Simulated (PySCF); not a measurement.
Cl2GeH, SMILES [Cl][GeH][Cl], multiplicity 2. The structure is a stationary point at ωB97X-D3(BJ)/def2-TZVP. The isomer is the one that the SMILES or the coordinates give; other isomers of the formula were not compared.

Computed with ωB97X-D3(BJ)/def2-TZVP in PySCF.

Harmonic wavenumbers (cm⁻¹): 144, 426, 441, 600, 664, 2077. Rotational constants (GHz): 8.252, 2.360, 1.858; symmetry number 1.

Q: Work out the zero-point energy and the ideal-gas rigid-rotor harmonic-oscillator thermochemistry at 298.15 K and 1 atm.

A: ZPE = ½ Σ hcν = ½ × 4352 cm⁻¹ = 6.22 kcal/mol. H − E(el) = 9.53 kcal/mol. Entropy in cal/(mol K): translation 40.82, rotation 26.59, vibration 5.24, spin 1.38, total 74.02. G − E(el) = -12.54 kcal/mol. Cp = 14.59 cal/(mol K). Modes under 150 cm⁻¹ make the vibrational entropy uncertain.
